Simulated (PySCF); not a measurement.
Homolysis of single bonds, series Ga Br-H. All species are isolated molecules in the gas phase. Strings in code marks are SMILES.

The highest occupied spin orbital from two functionals at the same geometries (TPSSh-D3(BJ)/def2-TZVP), both in PySCF: PBE-D3(BJ)/def2-TZVP and TPSSh-D3(BJ)/def2-TZVP. 

```tsv
species	PBE-D3(BJ)/def2-TZVP (eV)
radical fragment (`[Br]`)	-7.43
radical fragment (`[Br][Ga][Br]`)	-5.86
radical fragment (`[Br][GaH]`)	-5.25
radical fragment (`[GaH2]`)	-4.62
```

**Question.** What does TPSSh-D3(BJ)/def2-TZVP give for each?

**Answer.** 
- radical fragment (`[Br]`): -8.08
- radical fragment (`[Br][Ga][Br]`): -6.38
- radical fragment (`[Br][GaH]`): -5.82
- radical fragment (`[GaH2]`): -5.14
Over these rows, drawn at random from the members with no instability flagged (it was tested for open shells, ions and some series alone), PBE minus TPSSh-D3(BJ): mean +0.57 eV, from +0.52 eV to +0.65 eV.
